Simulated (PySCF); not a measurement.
Frontier levels across methods

Species: C4H5NOSi.
Geometry (PBE0-D3(BJ)/def2-SVP, Å), atoms numbered from 1 in this order:
```
atom  x, y, z in Å
C1    -2.564    0.033   -0.355
O2    -1.228   -0.244   -0.030
Si3    0.061    0.712   -0.424
C4     1.545   -0.115    0.285
C5     2.546   -0.640    0.747
C6     3.673   -1.232    1.268
N7     4.626   -1.730    1.708
H8    -2.730    0.044   -1.447
H9    -2.898    1.003    0.056
H10   -3.198   -0.755    0.077
H11   -0.047    2.073    0.177
H12    0.249    0.824   -1.900
```

Basis pcSseg-1 throughout (PySCF), one geometry. The structure is a single PBE0-D3(BJ)/def2-SVP conformer in the gas phase; no vibrational or solvent corrections.

Task: How do the orbital energies, the gap and the dipole change with the method?

Result: 
```tsv
method	kind	HOMO (eV)	LUMO (eV)	gap (eV)	μ (D)	SCF cycles
BLYP	GGA	-7.02	-2.76	4.26	5.12	17
LDA	LDA	-7.22	-3.22	4.00	5.30	17
KT3	GGA	-7.28	-2.90	4.38	5.02	18
B97-2	global hybrid	-8.37	-2.10	6.27	5.27	15
PBE0	global hybrid	-8.61	-2.07	6.54	5.28	15
wB97X-D	range-separated hybrid	-10.47	-0.33	10.14	5.36	14
LC-wPBE	range-separated hybrid	-11.30	0.18	11.47	5.36	15
```

The HOMO spans 4.28 eV, from BLYP down to LC-wPBE, and the gap runs from 4.00 eV (LDA) to 11.47 eV (LC-wPBE). Over the methods BLYP (0 %), LDA (0 %), KT3 (0 %), B97-2 (21 %), PBE0 (25 %), a straight line through the gap against the share of exact exchange rises by 0.95 eV for each 10 % (correlation coefficient 0.993). The dipole ranges from 5.02 D (KT3) to 5.36 D (wB97X-D). This basis has no diffuse functions.
